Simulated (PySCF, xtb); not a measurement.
PbBr2, SMILES [Br][Pb][Br] (connectivity only; charge and spin as stated), neutral, multiplicity 1.

GFN2-xTB (xtb 6.7.1) at its own geometry gives an orbital gap of 2.64 eV and a dipole moment of 8.00 D.

Geometry optimised at r2SCAN-D4/def2-SVP. The isomer is the one that the SMILES or the coordinates give; other isomers of the formula were not compared. The def2 effective core potentials stand for the cores of Pb; spin–orbit coupling is left out.

Task: What does PBE/def2-TZVPD run with PySCF give? (An estimate is asked for; the answer gives what the named calculation found.)

Result: gap 2.82 eV (levels -6.75 and -3.93 eV), dipole 4.06 D.
